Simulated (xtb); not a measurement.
Sn(Me)(NH2) (CH₅NSn), SMILES [CH3][Sn][NH2] (connectivity only; charge and spin as stated), neutral, multiplicity 1. All values are semi-empirical tight-binding results from xtb (GFN2-xTB unless named), good for trends rather than for accurate numbers. Geometry optimised at GFN2-xTB. One conformer was computed; it need not be the lowest.

For metal compounds this method's bond lengths and energies can be far off.

```
Item                                           Value
-------------------------------------  -------------
orbital gap                                  3.33 eV
zero-point energy                      36.2 kcal/mol
G − E(el) at 298.15 K (modified RRHO)  17.2 kcal/mol
```
